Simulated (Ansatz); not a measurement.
`N[CH]([SiH3])[GeH3]` + CH₃NH₂ → `CNC(N)[SiH3]` + GeH₄  (substitution at a C–Ge bond)

Calculated with Ansatz (gas phase, PBE0-D4/def2-TZVP geometries, no zero-point term in ΔE). CBS: MP2 limit from def2 TZ/QZ plus the TZ coupled-cluster correction, frozen cores. DFT in def2-TZVPP. B3LYP here is the variant with VWN-RPA as its local correlation; programs differ in this. For Ge outer-core shells are correlated without core-valence functions, which leaves a few kJ/mol of doubt a bond. Scalar relativity is left out up to krypton. Each species was taken in one conformer, which may not be the lowest.

`N[CH]([SiH3])[GeH3]`:

Z-matrix (Å, degrees):
```
C
Si 1 1.879
Ge 1 1.971 2 110.1
N 1 1.460 2 109.6 3 119.3
H 1 1.103 2 107.7 3 -115.3
H 2 1.488 1 109.7 3 67.4
H 2 1.486 1 111.1 3 -53.6
H 2 1.491 1 109.4 3 -173.4
H 3 1.536 1 110.7 2 52.6
H 3 1.539 1 110.3 2 -69.1
H 3 1.542 1 107.9 2 171.9
H 4 1.013 1 111.9 2 179.2
H 4 1.013 1 111.6 2 58.7
```

CH₃NH₂:

```xyz
7

C     0.307   -0.361    0.314
N    -0.275    0.469   -0.727
H    -0.171   -0.283    1.301
H     1.362   -0.104    0.433
H     0.267   -1.408    0.006
H    -0.238    1.446   -0.466
H    -1.252    0.240   -0.861
```

`CNC(N)[SiH3]`:

Cartesian coordinates in Å:
```
C -0.107 -0.488 1.925
N -0.701 -0.631 0.612
C -0.379 0.447 -0.322
N -1.319 0.573 -1.410
Si 1.358 0.350 -1.105
H 0.990 -0.404 1.928
H -0.509 0.408 2.406
H -0.382 -1.345 2.543
H -0.463 -1.532 0.213
H -0.425 1.373 0.265
H -2.267 0.601 -1.049
H -1.261 -0.220 -2.038
H 2.380 -0.019 -0.087
H 1.315 -0.736 -2.127
H 1.769 1.622 -1.754
```

GeH₄:

```xyz
5

Ge    0.000    0.000    0.000
H     0.127   -1.387    0.644
H    -0.699    0.955    0.976
H    -0.825   -0.108   -1.289
H     1.397    0.540   -0.331
```

Question: Is it downhill or uphill in electronic energy at CCSD(T)/CBS, and by how much? (Best estimate.)

Answer: The calculation gave: Uphill: ΔE = +9.3 kcal/mol.

Question: What do these levels give: PBE-D4, r2SCAN-D4, PBE, B3LYP, CCSD/def2-TZVPP, MP2/CBS(def2)? (An estimate is asked.)

Answer: The calculation gave: PBE-D4 6.4, r2SCAN-D4 6.9, PBE 6.5, B3LYP 7.0, CCSD/def2-TZVPP 8.6, MP2/CBS(def2) 10.6 kcal/mol.

Largest T1 diagnostic among the species: 0.012.

From PBE to PBE0 (25 % exact exchange), in def2-TZVPP and without D4, ΔE moves by +0.8 kcal/mol.
